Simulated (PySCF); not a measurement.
C5H7F2Si2 (charge +1).
Cartesian coordinates in Å at the GFN2-xTB level; atoms count from 1:
```
atom  x, y, z in Å
F1     3.0785    1.4950   -0.6408
Si2    2.8122    0.1063    0.0948
F3     3.0422    0.4994    1.6221
C4     0.9129   -0.0613   -0.0111
C5     0.2787   -1.1619   -0.5121
C6    -1.1362   -1.3767   -0.6336
C7    -2.1154   -0.5304   -0.2730
C8    -1.9523    0.8266    0.3348
Si9   -0.1478    1.3272    0.5887
H10    3.6509   -0.9626   -0.3602
H11    0.8904   -1.9821   -0.8662
H12   -1.4232   -2.3258   -1.0636
H13   -3.1419   -0.8340   -0.4274
H14   -2.4846    1.5434   -0.3013
H15   -2.5143    0.8425    1.2758
H16    0.2425    2.6033    1.1616
```

Definitions: NICS(0) = −σiso at the ring centroid; NICS(1) = −σiso and NICS(1)zz = −σzz at ±1 Å along the ring normal z. Level: GIAO PBE0/pcSseg-1 (PySCF, non-relativistic, gas phase) on the GFN2-xTB geometry, one conformer.

Ring bond lengths (Å), with Mayer bond orders in brackets: C4–C5 1.365 (1.60), C5–C6 1.436 (1.25), C6–C7 1.344 (1.76), C7–C8 1.496 (1.08), C8–Si9 1.890 (0.96), Si9–C4 1.847 (1.16).

Give the NICS values of each ring in ppm.

```csv
ring,type,NICS(0),"NICS(1), two faces","NICS(1)zz, two faces",rms pucker (Å),"centre to ring atoms, mean (Å)"
C4–C5–C6–C7–C8–Si9,"6-membered ring with Si; formal bonds 2 double, 4 single",1.6,-2.5 / -2.5,-3.1 / -3.1,0.00,1.56
```

What can be read from them?

- C4–C5–C6–C7–C8–Si9: mean NICS(1)zz -3.1 ppm, shielded. C8 has four or more neighbours, so the value isn't read as a sign of a π ring current.

At the first NICS(1) probe listed for ring C4–C5–C6–C7–C8–Si9, 1 Å off the ring, what do the in-plane components average?

The isotropic value is a third of the trace: (3 × -2.5 − (-3.1))/2 = -2.2 ppm.

List the ring angles and the Hirshfeld charges of the ring atoms.

- C4–C5–C6–C7–C8–Si9: C4 117.3° (-0.186 e), C5 127.5° (+0.046 e), C6 126.9° (-0.026 e), C7 126.9° (+0.036 e), C8 113.5° (-0.123 e), Si9 107.8° (+0.638 e); sum 720.0° against 720° for a flat convex ring.

The run took 38 s wall on Arm Neoverse V1, one thread, no GPU (shared host), and the process peaked at 0.98 GiB of memory. This is the whole shielding run at PBE0/pcSseg-1, SCF included.
